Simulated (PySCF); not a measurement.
Coordinates in bohr (charge -1 multiplicity 1):
```
As    0.0000    0.0000    0.0000
S     3.9260    0.0000    0.0000
S    -1.9630    3.4000    0.0000
S    -1.9630   -3.4000    0.0000
```

Computed with PBE0 in PySCF with As def2-SVPD, S def2-SVPD; no relativity; density-fitted integrals.

This geometry of AsS₃⁻ is a stationary point at this level.

(1) What is the point group?

(2) Is it a minimum?

(3) What are the dipole moment and the gap between the highest occupied and lowest empty levels?

(4) Give the ideal-gas entropy at 298.15 K and 1 bar by parts.

Results:

(1) D3h.

(2) Yes: all harmonic wavenumbers are real.

(3) 0.00 D about the centre of mass and 3.97 eV.

(4) translation 173.0, rotation 103.0, vibration 37.6, spin 0.0; total 313.6 J/(mol K).

This need not be the most stable arrangement of these atoms. The lowest empty level of this anion is unbound, so it and the gap depend on the basis.
